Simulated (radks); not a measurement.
Spin polarisation of the 4f7 shell in Gd3+. Start: [Xe] 4f(up 3.5, down 3.5); electrons of 4f are moved from spin down to spin up, other shells keep equal spins. All-electron calculation, non-relativistic Kohn-Sham, PBE, spin-polarised, spherical densities, point nucleus. Program: a radial shooting solver on a logarithmic mesh with Libxc functionals.

\begin{tabular}{lrrrrr}
moment (Bohr magnetons) & E - E(0) (eV) & e(4f up) (eV) & e(4f down) (eV) & 5p down minus up (eV) & 5s down minus up (eV) \\ \hline
0 & 0.000 & -37.819 & -37.819 & 0.000 & 0.000 \\
1 & -0.202 & -38.209 & -37.399 & 0.288 & 0.368 \\
2 & -0.810 & -38.567 & -36.948 & 0.577 & 0.736 \\
3 & -1.822 & -38.895 & -36.466 & 0.868 & 1.106 \\
4 & -3.238 & -39.190 & -35.952 & 1.160 & 1.479 \\
5 & -5.060 & -39.453 & -35.405 & 1.454 & 1.855 \\
6 & -7.286 & -39.682 & -34.825 & 1.752 & 2.234 \\
7 & -9.917 & -39.877 & -34.211 & 2.054 & 2.619 \\
\end{tabular}

At moment 7 the spin-polarisation energy is -9.917 eV and the 4f exchange splitting 5.665 eV, that is 0.809 eV per Bohr magneton; E = -I m^2/4 would give I = 0.810 eV.
